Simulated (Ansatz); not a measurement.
C3H4OSi (`C#C[SiH2]C=O`), charge 0, multiplicity 1.

(1) Give a relaxed structure at PBE0-D4/def2-TZVP (Ansatz). (Best estimate.)

## Answers

(1) Computed: 
Cartesian coordinates in Å:
```
C 2.299 0.247 -0.861
C 1.166 0.443 -0.494
Si -0.549 0.655 0.076
C -1.247 -1.056 0.634
O -2.366 -1.143 1.067
H 3.301 0.081 -1.186
H -0.597 1.575 1.237
H -1.399 1.164 -1.026
H -0.607 -1.967 0.552
```
Point group Cs.
This is one stationary point; other conformers may exist.
